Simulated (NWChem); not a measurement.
**Atomisation of AgF**

```
Ag
F 1 1.9738
```
Charge 0, spin multiplicity 1.

All runs are NWChem calculations. Structure: optimised with PBE0/def2-SVP with def2 effective core potentials on Ag, a minimum by its harmonic frequencies.

Basis set: def2-TZVP. The atomisation energy is electronic alone: no zero-point, thermal, spin-orbit or counterpoise terms. No value is extrapolated to the basis-set limit. Free atoms are single determinants with multiplicities Ag 2, F 2. Correlated methods freeze the same cores in atoms and molecule, 5 orbitals in all.

Effective core potentials replace the inner electrons of Ag; spin-orbit coupling is left out. B3LYP has NWChem's definition, with VWN1-RPA local correlation. The structure started from a generated list of species. The stability of the SCF solutions was not checked. Open-shell Hartree-Fock references start from PBE0 orbitals. Coupled-cluster values serve here as a point of comparison, not as the truth.

Question: Order these methods by the atomisation energy they give, lowest first: TPSS, CCSD(T), B3LYP, PBE.

Answer: B3LYP (73.9 kcal/mol), CCSD(T) (76.6 kcal/mol), TPSS (79.3 kcal/mol), PBE (81.5 kcal/mol)
